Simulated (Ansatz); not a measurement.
Basis-set series for BrGaHNZn. Total charge 0; spin multiplicity 1. The bonds changed during the relaxation, so this is another structure than the one it started from. The geometry is a stationary point of PBE0-D4/def2-TZVP.

Cartesian coordinates in Å:
```
Br 2.635 0.412 -1.766
Ga -1.774 -1.504 0.783
N -0.694 0.001 0.501
Zn 0.801 0.236 -0.500
H -0.968 0.855 0.982
```

| functional | basis | functions | energy (Eh) | HOMO (eV) | LUMO (eV) |
| --- | --- | --- | --- | --- | --- |
| PBE0-D4 | def2-SVP | 114 | -6332.13212 | -6.56 | -1.32 |
| PBE0-D4 | def2-QZVPP | 365 | -6333.15996 | -6.73 | -1.50 |
| ωB97M-V | def2-SVP | 114 | -6332.63620 | -8.62 | 0.45 |
| ωB97M-V | def2-QZVPP | 365 | -6333.65718 | -8.82 | 0.03 |

(1) Give the rows for def2-TZVPP. (An estimate is asked.)

Answers

(1) Computed: 
```json
{"functional": "PBE0-D4", "basis": "def2-TZVPP", "functions": "205", "energy (Eh)": "-6333.01584", "HOMO (eV)": "-6.70", "LUMO (eV)": "-1.45"}
{"functional": "ωB97M-V", "basis": "def2-TZVPP", "functions": "205", "energy (Eh)": "-6333.51801", "HOMO (eV)": "-8.78", "LUMO (eV)": "0.23"}
```

Positive LUMOs are unbound and depend on the basis. Scalar relativity is left out up to krypton.
